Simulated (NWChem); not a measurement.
System: isocyanic acid (CHNO); SMILES N=C=O

```xyz
4

N      0.1655     1.1780     0.0000
C     -0.0132    -0.0279     0.0000
O     -0.0298    -1.2024     0.0000
H     -0.5663     1.8721     0.0000
```
Atoms are numbered in this order, from 1.

Results from NWChem. All runs use the structure optimised with B3LYP/6-31G* (spherical d). Level: PBE0/aug-cc-pVDZ; the question gives the wavelength of the field.

What does the run give for field 400 nm? Quantities: isotropic polarisability (bohr³); anisotropy (bohr³).


```
Quantity                          Value
--------------------------------  -----
isotropic polarisability (bohr³)   23.8
anisotropy (bohr³)                 20.5
```
